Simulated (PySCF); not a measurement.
Simulated C 1s region for GeCl3(NHEt), `CC[NH][Ge]([Cl])([Cl])[Cl]`, binding energy against the vacuum level.

Every computed line was given a Gaussian of 0.7 eV full width at half maximum and an area set by the number of equivalent atoms; the highest printed point is 100. Computed, not measured: PySCF, delta-SCF UKS SCAN, pcX-2 on the ionised atom, pcseg-1 elsewhere, spin-free X2C.

(binding energy (eV), intensity): (289.9, 0), (290.0, 1), (290.1, 2), (290.2, 5), (290.3, 11), (290.4, 21), (290.5, 36), (290.6, 55), (290.7, 76), (290.8, 92), (290.9, 100), (291.0, 97), (291.1, 84), (291.2, 66), (291.3, 48), (291.4, 34), (291.5, 29), (291.6, 33), (291.7, 45), (291.8, 63), (291.9, 82), (292.0, 95), (292.1, 100), (292.2, 94), (292.3, 78), (292.4, 58), (292.5, 39), (292.6, 23), (292.7, 12), (292.8, 6), (292.9, 2), (293.0, 1), (293.1, 0)

Q: How many maxima does the curve show, and how many computed lines lie under it?

A: The curve has 2 maxima (at 290.9 and 292.1 eV). Under it lie 2 lines from 2 inequivalent carbon sites.

Q: Decompose the envelope and assign each component. Bonds: Ge1–Cl2, Ge1–Cl3, Ge1–Cl4, Ge1–N5, N5–C6, C6–C7. Hydrogens: H8 on N5; H9, H10 on C6; H11, H12, H13 on C7.

A: 
```tsv
position (eV)	relative area	line	atoms	environment
290.92	1	C 1s	C7	carbon bonded to C and 3 H
292.09	1	C 1s	C6	carbon bonded to C, N and 2 H
```

Q: Above which line width would these two lines show one maximum?

A: Two equal Gaussians merge once their distance is under 2σ = FWHM/1.177. With 1.17 eV between them that is a full width over 1.38 eV.

The listed C 1s values span 1.17 eV, from C7 (bonded to C and 3 H) to C6 (bonded to N, C and 2 H).

Shake-up satellites, vibrational structure and lifetime widths aren't simulated. Isolated species at its PBE0-D3(BJ)/def2-SVP geometry (one conformer only).

On an AMD EPYC with one thread, no GPU, shared host with 64 logical CPUs at a one-minute load of 61, this took 1.7 min of wall time and 0.68 GiB of memory at its peak.
